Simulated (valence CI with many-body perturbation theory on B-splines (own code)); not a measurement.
## E1 line list for Tl XLIX

Calculated by valence CI with perturbative core correlation (CI+MBPT): five valence electrons over a frozen Dirac-Fock core [Ar] 3d10, a basis of 11 s, 11 p, 10 d, 8 f, 5 g, 2 h functions for each j, with the one-electron correlation potential Σ1 (screened to all orders), the two-electron term Σ2, the three-electron term Σ3, Breit, model QED; selected single and double excitations, second order for the rest, scaled by the run's own slope (own B-spline code, finite nucleus).

No measured spectrum was set against this ion. As an estimate, large intervals hold to a few tenths of a per cent, small ones and those within an open d or f shell to about a per cent. Among the levels kept, up to 2200 cm⁻¹ of a level comes from second order outside the variational space, and about a tenth of that is noise between levels of different J, which matters for small intervals.

Lines 101 to 150 of 559 in falling wavelength, among levels below 714.81 eV, chosen from the strongest by gf and those to the six lowest levels. Wavelengths and rates use the calculated energies. Electric multipoles are in the length gauge with retardation, E1 and E2 with the static RPA response of the core. Weak lines are less certain than strong ones. Lines between different terms over intervals too small for the method are left out, as are lines whose strength nearly cancels. Where a level lies close to another of its J and parity, the split of strength between their lines is uncertain. The highest levels of a list are the least certain.

Levels are named by their leading jj configuration (3d3/2^4 stands for four electrons in 3d with j = 3/2), which in mixed levels can hold well under half, so a name can repeat and another be missing. Letters in brackets count levels of one name in rising energy.

| λ vac (nm) | Upper | Lower | A (s⁻¹) | S (a.u.) |
| --- | --- | --- | --- | --- |
| 6.355 | (4s^2 4p1/2 4p3/2 4d3/2) J=5/2 [b] | (4s^2 4p1/2 4p3/2^2) J=5/2 | 3.71e+09 | 2.82e-03 |
| 6.297 | (4s^2 4p1/2 4p3/2 4d3/2) J=3/2 [b] | (4s^2 4p1/2 4p3/2^2) J=5/2 | 2.10e+09 | 1.04e-03 |
| 6.252 | (4s^2 4p1/2^2 4f5/2) J=5/2 | (4s^2 4p1/2^2 4d5/2) J=5/2 | 1.11e+10 | 8.00e-03 |
| 6.191 | (4s^2 4p1/2 4p3/2 4f7/2) J=7/2 [b] | (4s^2 4p1/2 4p3/2 4d5/2) J=7/2 [b] | 2.36e+10 | 2.21e-02 |
| 6.159 | (4s^2 4p1/2 4p3/2 4d3/2) J=5/2 [b] | (4s^2 4p1/2 4p3/2^2) J=3/2 | 9.15e+08 | 6.33e-04 |
| 6.124 | (4s 4p1/2^2 4p3/2 4f7/2) J=7/2 [a] | (4s 4p1/2^2 4p3/2 4d5/2) J=7/2 [a] | 3.66e+10 | 3.32e-02 |
| 6.116 | (4s^2 4p1/2 4p3/2 4d5/2) J=3/2 [a] | (4s^2 4p1/2 4p3/2^2) J=1/2 | 1.85e+09 | 8.36e-04 |
| 6.105 | (4s^2 4p1/2 4p3/2 4d3/2) J=3/2 [b] | (4s^2 4p1/2 4p3/2^2) J=3/2 | 3.42e+08 | 1.54e-04 |
| 6.086 | (4s 4p1/2^2 4d3/2 4d5/2) J=7/2 [b] | (4s 4p1/2^2 4p3/2 4d3/2) J=5/2 [b] | 6.19e+10 | 5.51e-02 |
| 6.072 | (4s^2 4p1/2 4p3/2 4d3/2) J=1/2 [b] | (4s^2 4p1/2 4p3/2^2) J=3/2 | 1.78e+10 | 3.94e-03 |
| 6.056 | (4s^2 4p1/2 4p3/2 4d5/2) J=7/2 [a] | (4s^2 4p1/2 4p3/2^2) J=5/2 | 1.11e+09 | 9.69e-04 |
| 6.037 | (4s 4p1/2^2 4p3/2 4d5/2) J=3/2 [a] | (4s 4p1/2^2 4p3/2^2) J=3/2 | 8.68e+10 | 3.77e-02 |
| 6.023 | (4s 4p1/2^2 4p3/2 4f7/2) J=5/2 | (4s 4p1/2^2 4p3/2 4d5/2) J=3/2 [a] | 4.97e+10 | 3.21e-02 |
| 6.014 | (4s 4p1/2^2 4d3/2 4d5/2) J=5/2 [b] | (4s 4p1/2^2 4p3/2 4d3/2) J=5/2 [b] | 4.38e+10 | 2.82e-02 |
| 5.947 | (4s 4p1/2^2 4p3/2 4f7/2) J=7/2 [b] | (4s 4p1/2^2 4p3/2 4d5/2) J=7/2 [b] | 7.29e+10 | 6.05e-02 |
| 5.921 | (4s 4p1/2^2 4p3/2 4f7/2) J=7/2 [a] | (4s 4p1/2^2 4p3/2 4d5/2) J=5/2 [a] | 8.77e+10 | 7.19e-02 |
| 5.907 | (4s^2 4p1/2^2 4f7/2) J=7/2 | (4s^2 4p1/2^2 4d5/2) J=5/2 | 1.66e+11 | 1.35e-01 |
| 5.903 | (4s 4p1/2^2 4p3/2 4f5/2) J=5/2 [b] | (4s 4p1/2^2 4p3/2 4d5/2) J=3/2 [a] | 3.90e+10 | 2.37e-02 |
| 5.888 | (4s^2 4p1/2 4p3/2 4d5/2) J=3/2 [a] | (4s^2 4p1/2 4p3/2^2) J=5/2 | 1.96e+10 | 7.90e-03 |
| 5.867 | (4s 4p1/2^2 4p3/2 4f7/2) J=9/2 [b] | (4s 4p1/2^2 4p3/2 4d5/2) J=7/2 [b] | 3.10e+10 | 3.09e-02 |
| 5.855 | (4s 4p1/2^2 4d3/2 4d5/2) J=7/2 [a] | (4s 4p1/2^2 4p3/2 4d3/2) J=7/2 | 2.72e+10 | 2.16e-02 |
| 5.853 | (4s^2 4p1/2 4d3/2 4d5/2) J=7/2 [a] | (4s^2 4p1/2 4p3/2 4d3/2) J=7/2 | 6.63e+10 | 5.25e-02 |
| 5.850 | (4s 4p1/2 4p3/2^2 4d5/2) J=3/2 [a] | (4s 4p1/2 4p3/2^3) J=5/2 | 8.87e+10 | 3.50e-02 |
| 5.844 | (4s^2 4p1/2 4d5/2^2) J=7/2 [a] | (4s^2 4p1/2 4p3/2 4d5/2) J=5/2 [a] | 3.63e+10 | 2.86e-02 |
| 5.843 | (4s 4p1/2^2 4p3/2 4f7/2) J=5/2 | (4s 4p1/2^2 4p3/2 4d5/2) J=5/2 [a] | 5.19e+10 | 3.06e-02 |
| 5.818 | (4s^2 4p1/2 4p3/2 4f7/2) J=7/2 [a] | (4s^2 4p1/2 4p3/2 4d5/2) J=7/2 [a] | 6.37e+10 | 4.95e-02 |
| 5.816 | (4s^2 4p3/2 4d3/2 4d5/2) J=7/2 [b] | (4s^2 4p3/2^2 4d3/2) J=7/2 | 6.29e+10 | 4.89e-02 |
| 5.815 | (4s^2 4p1/2 4p3/2 4d5/2) J=5/2 [a] | (4s^2 4p1/2 4p3/2^2) J=5/2 | 1.33e+11 | 7.72e-02 |
| 5.810 | (4s 4p1/2^2 4d3/2 4d5/2) J=1/2 | (4s 4p1/2^2 4p3/2 4d3/2) J=1/2 [b] | 2.09e+11 | 4.04e-02 |
| 5.806 | (4s^2 4p3/2 4d3/2 4d5/2) J=3/2 | (4s^2 4p3/2^2 4d3/2) J=5/2 | 5.82e+10 | 2.25e-02 |
| 5.799 | (4s^2 4p1/2 4d5/2^2) J=3/2 | (4s^2 4p1/2 4p3/2 4d5/2) J=1/2 | 2.92e+11 | 1.13e-01 |
| 5.789 | (4s 4p1/2^2 4p3/2 4f7/2) J=3/2 | (4s 4p1/2^2 4p3/2 4d5/2) J=3/2 [a] | 1.69e+11 | 6.46e-02 |
| 5.789 | (4s^2 4p1/2 4p3/2 4f7/2) J=7/2 [b] | (4s^2 4p1/2 4p3/2 4d5/2) J=5/2 [a] | 1.19e+11 | 9.15e-02 |
| 5.789 | (4s^2 4p1/2 4p3/2 4f7/2) J=5/2 [a] | (4s^2 4p1/2 4p3/2 4d5/2) J=3/2 [a] | 1.82e+11 | 1.04e-01 |
| 5.781 | (4s^2 4p3/2 4d3/2 4d5/2) J=5/2 [b] | (4s^2 4p3/2^2 4d3/2) J=3/2 [a] | 5.96e+10 | 3.41e-02 |
| 5.776 | (4s 4p1/2^2 4p3/2 4f7/2) J=9/2 [a] | (4s 4p1/2^2 4p3/2 4d5/2) J=9/2 | 3.44e+10 | 3.27e-02 |
| 5.770 | (4s^2 4p1/2 4p3/2 4f7/2) J=9/2 [c] | (4s^2 4p1/2 4p3/2 4d5/2) J=9/2 | 1.22e+11 | 1.15e-01 |
| 5.768 | (4s^2 4p1/2 4d5/2^2) J=5/2 | (4s^2 4p1/2 4p3/2 4d5/2) J=3/2 [b] | 3.26e+11 | 1.85e-01 |
| 5.756 | (4s^2 4p1/2 4d5/2^2) J=3/2 | (4s^2 4p1/2 4p3/2 4d5/2) J=3/2 [b] | 5.66e+10 | 2.13e-02 |
| 5.754 | (4s^2 4p1/2 4d3/2 4d5/2) J=5/2 [b] | (4s^2 4p1/2 4p3/2 4d3/2) J=3/2 [b] | 1.15e+11 | 6.48e-02 |
| 5.753 | (4s^2 4p1/2 4d3/2 4d5/2) J=9/2 | (4s^2 4p1/2 4p3/2 4d3/2) J=7/2 | 1.24e+11 | 1.17e-01 |
| 5.747 | (4s 4p1/2^2 4d3/2 4d5/2) J=5/2 [b] | (4s 4p1/2^2 4p3/2 4d3/2) J=3/2 [b] | 1.13e+11 | 6.37e-02 |
| 5.738 | (4s 4p1/2^2 4d3/2 4d5/2) J=3/2 [b] | (4s 4p1/2^2 4p3/2 4d3/2) J=3/2 [b] | 1.38e+11 | 5.14e-02 |
| 5.735 | (4s^2 4p1/2 4d3/2 4d5/2) J=7/2 [b] | (4s^2 4p1/2 4p3/2 4d3/2) J=5/2 [b] | 5.56e+10 | 4.14e-02 |
| 5.729 | (4s 4p1/2^2 4p3/2 4f5/2) J=5/2 [b] | (4s 4p1/2^2 4p3/2 4d5/2) J=5/2 [a] | 1.24e+11 | 6.91e-02 |
| 5.728 | (4s 4p1/2^2 4p3/2 4f7/2) J=9/2 [c] | (4s 4p1/2^2 4p3/2 4d5/2) J=7/2 [b] | 3.55e+11 | 3.29e-01 |
| 5.721 | (4s^2 4p1/2 4d5/2^2) J=1/2 | (4s^2 4p1/2 4p3/2 4d5/2) J=1/2 | 1.30e+11 | 2.40e-02 |
| 5.720 | (4s^2 4p1/2 4p3/2 4d5/2) J=3/2 [a] | (4s^2 4p1/2 4p3/2^2) J=3/2 | 1.70e+11 | 6.29e-02 |
| 5.714 | (4s^2 4p1/2 4p3/2 4f7/2) J=11/2 | (4s^2 4p1/2 4p3/2 4d5/2) J=9/2 | 2.41e+11 | 2.66e-01 |
| 5.706 | (4s^2 4p1/2 4d3/2 4d5/2) J=5/2 [b] | (4s^2 4p1/2 4p3/2 4d3/2) J=5/2 [b] | 4.34e+10 | 2.39e-02 |
